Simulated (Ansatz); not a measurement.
`O/C=C/BF`. The species carries charge 0 and has multiplicity 1.

```json
{"atom": "O1", "x (Å)": "-1.7655", "y (Å)": "-0.4325", "z (Å)": "1.2074"}
{"atom": "C2", "x (Å)": "-0.8692", "y (Å)": "0.1517", "z (Å)": "0.4114"}
{"atom": "C3", "x (Å)": "0.3082", "y (Å)": "-0.3483", "z (Å)": "0.0019"}
{"atom": "B4", "x (Å)": "1.1761", "y (Å)": "0.4983", "z (Å)": "-0.9098"}
{"atom": "F5", "x (Å)": "2.3521", "y (Å)": "0.0461", "z (Å)": "-1.3426"}
{"atom": "H6", "x (Å)": "-1.4459", "y (Å)": "-1.3052", "z (Å)": "1.4662"}
{"atom": "H7", "x (Å)": "-1.2068", "y (Å)": "1.1377", "z (Å)": "0.1059"}
{"atom": "H8", "x (Å)": "0.6069", "y (Å)": "-1.3425", "z (Å)": "0.3334"}
{"atom": "H9", "x (Å)": "0.8443", "y (Å)": "1.5946", "z (Å)": "-1.2739"}
```

(1) Give the diagnostics of a CCSD(T)/def2-TZVPP run (frozen core, the Gaussian-basis code of Ansatz). (An estimate is asked.)

Answers

(1) Ansatz gave: T1 = 0.0138, largest single amplitude 0.034, largest double 0.057, (T) share of the correlation energy 3.7 %, 10 CCSD cycles. The RHF solution is stable towards an unrestricted one. T1 lies under the customary mark of 0.02 for closed shells.
